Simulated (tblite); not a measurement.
Compound: C4H12O3Si.
Cartesian coordinates in Å at the GFN2-xTB level; atoms count from 1:
```
atom  x, y, z in Å
C1     3.1771   -0.5397   -0.3935
O2     1.8461   -0.5103    0.0501
C3     1.1256    0.6146   -0.4303
Si4   -0.6114    0.4895    0.3327
O5    -1.3390   -0.9184   -0.0151
C6    -0.8790   -2.2228    0.2215
O7    -1.4593    1.6569   -0.3943
C8    -2.8225    1.9405   -0.2472
H9     3.2278   -0.5882   -1.4891
H10    3.7253    0.3498   -0.0578
H11    3.6343   -1.4316    0.0323
H12    1.6439    1.5356   -0.1373
H13    1.1026    0.5966   -1.5284
H14   -0.5382    0.6661    1.7876
H15   -1.3519   -2.8810   -0.5086
H16    0.2050   -2.2745    0.1221
H17   -1.1579   -2.5390    1.2290
H18   -3.4205    1.0375   -0.3737
H19   -3.0957    2.6725   -1.0078
H20   -3.0175    2.3565    0.7437
```

Computed with GFN2-xTB (tblite): harmonic, unscaled wavenumbers at the GFN2-xTB geometry, gas phase. Against measured fundamentals such values can be off by several per cent, at times by over 20. Modes of hydrogen on silicon can be 10 to 20 % off. One conformer, not necessarily the lowest.

Harmonic wavenumbers (cm⁻¹): 55.7, 75.9, 83.6, 92.1, 103.0, 111.5, 114.3, 160.7, 213.8, 230.9, 259.2, 275.8, 328.7, 394.6, 698.3, 700.7, 730.4, 795.4, 809.0, 832.2, 977.6, 1099.0, 1128.0, 1133.0, 1134.3, 1134.5, 1140.8, 1155.3, 1159.5, 1159.8, 1200.7, 1305.0, 1405.3, 1406.6, 1413.0, 1469.5, 1472.3, 1475.7, 1483.6, 1485.3, 1488.2, 1496.1, 2213.7, 2864.5, 2888.2, 2901.7, 2914.0, 2954.1, 2959.2, 2978.2, 2985.4, 2987.4, 2996.7, 3016.7.

A = 2588, B = 1003, C = 761.5 MHz; mass 136.056 u (most abundant isotopes); point group C1, symmetry number 1.

Question: Zero-point energy?

Answer: Half the sum of the wavenumbers: 35024 cm⁻¹ = 100.14 kcal/mol.

Question: Give the ideal-gas entropy at 273.15 K and 1 bar in the rigid-rotor, harmonic-oscillator model (classical rotation).

Answer: Translation 40.23, rotation 29.22, vibration 37.15: S = 106.6 cal/(mol K).

Question: And Cp and H(273.15 K) − H(0)?

Answer: Cp = 39.69 cal/(mol K), of which vibrations give 31.74 (their classical limit is 54 R = 107.3); H(273.15 K) − H(0) = 7.28 kcal/mol without the zero-point energy, 5.11 from vibrations.

Question: Which modes carry the vibrational entropy at 273.15 K?

Answer: 55.7 cm⁻¹: 4.43; 75.9 cm⁻¹: 3.82; 83.6 cm⁻¹: 3.63; 92.1 cm⁻¹: 3.44; 103.0 cm⁻¹: 3.23; 111.5 cm⁻¹: 3.07 cal/(mol K); the other 48 give 15.52 together.

Question: Blend soft modes into free rotors: weight 1/[1 + (100 cm⁻¹/ν̃)⁴] for the oscillator and the rest for a rotor with moment μB/(μ + B), μ = h/(8π²ν), B = 10⁻⁴⁴ kg m². What vibrational entropy results?

Answer: 34.26 cal/(mol K) in place of 37.15, which changes −T·S at 273.15 K by +0.79 kcal/mol.

Hindered rotation and anharmonicity are outside this model. Other conformers, if any are populated, would add a mixing term that is left out. The structure is chiral; the term R ln 2 for an equal mix with its mirror image is left out.

Hardware: Arm Neoverse V1, one thread, shared host with 32 logical CPUs at a one-minute load of 25. Cost: 0.82 s. This covers the Hessian and the dipole derivatives.
